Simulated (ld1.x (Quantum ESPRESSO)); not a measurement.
## An all-electron radial function and its pseudo partner (samarium (Sm))

Columns: radius, all-electron u(r) and pseudo u(r) of the 5d shell (level -2.58 eV) of samarium in the configuration [Xe] 4f5 5d1 6s2 6p0; BLYP, scalar-relativistic, TM scheme, ld1.x (Quantum ESPRESSO) 7.5.

```json
{"r (bohr)": "0.205", "all-electron": "0.1210", "pseudo": "0.0038"}
{"r (bohr)": "0.410", "all-electron": "-0.2239", "pseudo": "0.0287"}
{"r (bohr)": "0.615", "all-electron": "-0.2210", "pseudo": "0.0878"}
{"r (bohr)": "0.820", "all-electron": "-0.0098", "pseudo": "0.1816"}
{"r (bohr)": "1.025", "all-electron": "0.2169", "pseudo": "0.2972"}
{"r (bohr)": "1.230", "all-electron": "0.3937", "pseudo": "0.4143"}
{"r (bohr)": "1.435", "all-electron": "0.5122", "pseudo": "0.5130"}
{"r (bohr)": "1.640", "all-electron": "0.5815", "pseudo": "0.5813"}
{"r (bohr)": "1.845", "all-electron": "0.6144", "pseudo": "0.6171"}
{"r (bohr)": "2.050", "all-electron": "0.6222", "pseudo": "0.6259"}
{"r (bohr)": "2.255", "all-electron": "0.6134", "pseudo": "0.6160"}
{"r (bohr)": "2.460", "all-electron": "0.5942", "pseudo": "0.5952"}
{"r (bohr)": "2.665", "all-electron": "0.5685", "pseudo": "0.5687"}
{"r (bohr)": "2.870", "all-electron": "0.5393", "pseudo": "0.5393"}
{"r (bohr)": "3.075", "all-electron": "0.5083", "pseudo": "0.5083"}
{"r (bohr)": "3.280", "all-electron": "0.4769", "pseudo": "0.4769"}
{"r (bohr)": "3.485", "all-electron": "0.4458", "pseudo": "0.4458"}
{"r (bohr)": "3.690", "all-electron": "0.4154", "pseudo": "0.4154"}
{"r (bohr)": "3.895", "all-electron": "0.3862", "pseudo": "0.3862"}
{"r (bohr)": "4.100", "all-electron": "0.3583", "pseudo": "0.3583"}
{"r (bohr)": "4.305", "all-electron": "0.3318", "pseudo": "0.3318"}
{"r (bohr)": "4.510", "all-electron": "0.3068", "pseudo": "0.3068"}
{"r (bohr)": "4.715", "all-electron": "0.2833", "pseudo": "0.2833"}
{"r (bohr)": "4.920", "all-electron": "0.2613", "pseudo": "0.2613"}
{"r (bohr)": "5.125", "all-electron": "0.2407", "pseudo": "0.2407"}
{"r (bohr)": "5.330", "all-electron": "0.2216", "pseudo": "0.2216"}
```

How many radial nodes do the two functions have?

The all-electron 5d function has n − l − 1 = 2; the pseudo-wave has 0, since the states of the same l below it are removed with the core.

At about which radius was the pseudo-wave matched?

3.05 bohr. The columns agree to 0.0005 from 2.67 bohr on; several derivatives are matched, so the curves merge somewhat inside the radius.

Is the pseudo-wave norm-conserving?

Yes: the TM scheme keeps the norm inside the radius equal to the all-electron one, which fixes the energy derivative of the logarithmic derivative at the level.
